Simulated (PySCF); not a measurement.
N (nitrogen, neutral) across methods

[He] 2s1 2p4, high-spin 4P determinant (an excited configuration). Computed with PySCF 2.14 in dyall-acv3z, with scalar relativity by spin-free X2C-1e.

| method | E (hartree) | mean ε 2s α (eV) | mean ε 2p α (eV) | mean ε 2p β (eV) | Σ⟨r²⟩ (bohr²) | ⟨S²⟩ |
| --- | --- | --- | --- | --- | --- | --- |
| B3LYP | -54.2459 | -23.044 | -10.515 | -6.468 | 13.38 | 3.763 |
| BP86 | -54.2474 | -20.764 | -9.069 | -5.523 | 13.44 | 3.761 |
| HSE06 | -54.1918 | -23.408 | -10.572 | -6.013 | 13.31 | 3.764 |
| r2SCAN | -54.2340 | -22.358 | -9.698 | -5.318 | 13.33 | 3.771 |
| PBE0 | -54.1854 | -23.864 | -10.998 | -6.396 | 13.32 | 3.765 |
| LDA | -53.7769 | -20.520 | -9.152 | -5.145 | 13.63 | 3.765 |
| PBE | -54.1836 | -20.722 | -9.010 | -5.274 | 13.51 | 3.761 |
| UHF | -54.03339 | -33.275 | -16.966 | -8.193 | 13.56 | 3.808 |
| M06-2X | -54.2090 | -25.928 | -12.590 | -7.651 | 13.34 | 3.768 |
